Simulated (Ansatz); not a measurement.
## A basis-limit estimate, worked out

An elementary step of Si$_{2}$H$_{6}$Cl$_{2}$OF$_{2}$, closed shell (Si₂H₃Cl₂F ([F][Si]([SiH3])([Cl])[Cl]) + H₂O + HF → SiCl₂F₂ ([F][Si]([F])([Cl])[Cl]) + SiH₄ + H₂O; Si–Si, H–F, H–O broken or loosened, Si–F, Si–H, H–O formed or tightened). “Start” and “end” are the PBE0-D4/def2-TZVP structures reached by relaxing down either side of its saddle point, with the molecules still in contact.

Computed with Ansatz 0.2.0 (basis: def2-TZVPP and def2-QZVPP); correlated methods freeze the cores.

Energies in eV:

| quantity | end | start |
| --- | --- | --- |
| Hartree–Fock, triple zeta (X = 3) | -48287.03981 | -48285.59707 |
| Hartree–Fock, quadruple zeta (X = 4) | -48288.61050 | -48287.12830 |
| MP2 correlation, X = 3 | -37.91685 | -38.26169 |
| MP2 correlation, X = 4 | -41.45503 | -41.84776 |
| CCSD(T) correlation, X = 3 | -41.01554 | -41.37528 |

**Question.** Work out the step energy at the basis limit: extrapolate Hartree–Fock as E(X) = E∞ + A exp(−7.88 √X) and the MP2 correlation as E(X) = E∞ + B X^−2.97 (the exponents that Neese and Valeev fitted for def2-TZVPP and QZVPP), then add CCSD(T) − MP2 in triple zeta.

**Answer.** Each step is linear, so take the differences first (end − start): Hartree–Fock -1.44274 (X = 3) and -1.48220 (X = 4); MP2 correlation 0.34484 and 0.39273; CCSD(T) correlation 0.35974.
Two points give E∞ = E(4) + w [E(4) − E(3)], with w = 1/(exp(7.88 (2 − √3)) − 1) = 0.1377 for Hartree–Fock and w = 1/((4/3)^2.97 − 1) = 0.7407 for the correlation.
Hartree–Fock: -1.48220 + 0.1377 × (-0.03946) = -1.4876 eV.
MP2 correlation: 0.39273 + 0.7407 × 0.04789 = 0.4282 eV.
CCSD(T) − MP2: 0.35974 − 0.34484 = 0.0149 eV.
Sum: -1.4876 + 0.4282 + 0.0149 = -1.0445 eV, or -24.09 kcal/mol. Plain CCSD(T) in triple zeta gives -1.0830 eV, so the larger basis shifts the result by 0.0385 eV.

No T1 diagnostic of these runs exceeds 0.012.

Labels in which every atom is bracketed show which atoms are joined, not bond orders.

For scale, one of the runs: CCSD(T)/def2-TZVPP, 345 basis functions, launched by `ansatz run in.yaml --threads 4 --pin off --events-out ev --progress --plain --max-ram 66560MiB --backend cuda --devices 0, --max-vram 37GiB`. Time: 14 s of wall clock on 4 CPU threads of an AMD EPYC 7R13 and a share of one NVIDIA H100; the host was shared. Peak host memory: 0.85 GiB.
